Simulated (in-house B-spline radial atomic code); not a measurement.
Inner levels of tungsten as electrons are removed. A shift is the extra binding of the orbital against the neutral atom ([Xe] 4f14 5d4 6s2). Computed with an all-electron radial atomic-structure program (B-spline basis): non-relativistic Hartree-Fock, average of the configuration, point nuclei.

This level leaves out relativity, spin-orbit splitting included, which matters for heavy ions.

| ion | configuration | shift of 2p (eV) | shift of 1s (eV) | shift of 2s (eV) | radius of 2p (bohr) | radius of 1s (bohr) | radius of 2s (bohr) | Σ<r²> (bohr²) | change of density at nucleus (bohr⁻³) |
| --- | --- | --- | --- | --- | --- | --- | --- | --- | --- |
| W49+ | [Ar] 3d7 | 2758.64 | 2817.79 | 2741.26 | 0.072806 | 0.020467 | 0.086005 | 0.68183 | -855.1 |
| W50+ | [Ar] 3d6 | 2919.45 | 2984.91 | 2899.65 | 0.072735 | 0.020468 | 0.085929 | 0.63902 | -727.95 |
| W51+ | [Ar] 3d5 | 3082.27 | 3154.35 | 3059.93 | 0.072662 | 0.020468 | 0.085852 | 0.59745 | -598.38 |
| W52+ | [Ar] 3d4 | 3247.08 | 3326.1 | 3222.1 | 0.072587 | 0.020468 | 0.085772 | 0.55707 | -466.39 |
| W53+ | [Ar] 3d3 | 3413.88 | 3500.15 | 3386.14 | 0.07251 | 0.020468 | 0.085691 | 0.51784 | -331.97 |
| W54+ | [Ar] 3d2 | 3582.66 | 3676.52 | 3552.06 | 0.072432 | 0.020468 | 0.085607 | 0.4797 | -195.13 |
| W55+ | [Ar] 3d1 | ? | ? | ? | ? | ? | ? | ? | ? |
| W56+ | [Ne] 3s2 3p6 | 3926.14 | 4036.17 | 3889.44 | 0.072269 | 0.020468 | 0.085434 | 0.40659 | 85.853 |
| W57+ | [Ne] 3s2 3p5 | 4083.83 | 4216.34 | 4043.49 | 0.072258 | 0.020466 | 0.085348 | 0.361 | 237.39 |
| W58+ | [Ne] 3s2 3p4 | ? | ? | ? | ? | ? | ? | ? | ? |
| W59+ | [Ne] 3s2 3p3 | 4403.17 | 4581.94 | 4355.25 | 0.072116 | 0.020461 | 0.085173 | 0.27234 | 546.49 |
| W60+ | [Ne] 3s2 3p2 | 4564.81 | 4767.37 | 4512.97 | 0.072043 | 0.020459 | 0.085084 | 0.22921 | 704.09 |
| W61+ | [Ne] 3s2 3p1 | 4727.76 | 4954.54 | 4671.91 | 0.071969 | 0.020457 | 0.084994 | 0.18687 | 863.68 |
| W62+ | [Ne] 3s2 | ? | ? | ? | ? | ? | ? | ? | ? |
| W63+ | [Ne] 3s1 | 5048.08 | 5318.57 | 4980.17 | 0.071833 | 0.020453 | 0.084901 | 0.099903 | -2753.09 |
| W64+ | [He] 2s2 2p6 | 5205.21 | 5495.06 | 5129.21 | 0.071771 | 0.020452 | 0.084853 | 0.055204 | -6603.11 |
| W65+ | [He] 2s2 2p5 | 5532.01 | 5930.55 | 5407.09 | 0.071357 | 0.020441 | 0.084501 | 0.048472 | -6177.49 |
| W66+ | [He] 2s2 2p4 | 5861.6 | 6370.15 | 5687.07 | 0.070948 | 0.020429 | 0.084152 | 0.041898 | -5746.56 |
| W67+ | [He] 2s2 2p3 | 6193.99 | 6813.85 | 5969.15 | 0.070544 | 0.020418 | 0.083805 | 0.035478 | -5310.32 |

(1) Fill in the row of W55+.

(2) Fill in the row of W58+.

(3) Fill in the row of W62+.

Answers

(1) shift of 2p (eV): 3753.42; shift of 1s (eV): 3855.19; shift of 2s (eV): 3719.83; radius of 2p (bohr): 0.072351; radius of 1s (bohr): 0.020468; radius of 2s (bohr): 0.085522; Σ<r²> (bohr²): 0.44263; change of density at nucleus (bohr⁻³): -55.859.

(2) shift of 2p (eV): 4242.84; shift of 1s (eV): 4398.26; shift of 2s (eV): 4198.76; radius of 2p (bohr): 0.072188; radius of 1s (bohr): 0.020464; radius of 2s (bohr): 0.085261; Σ<r²> (bohr²): 0.31626; change of density at nucleus (bohr⁻³): 390.92.

(3) shift of 2p (eV): 4892.01; shift of 1s (eV): 5143.46; shift of 2s (eV): 4832.07; radius of 2p (bohr): 0.071894; radius of 1s (bohr): 0.020454; radius of 2s (bohr): 0.084902; Σ<r²> (bohr²): 0.14529; change of density at nucleus (bohr⁻³): 1025.34.
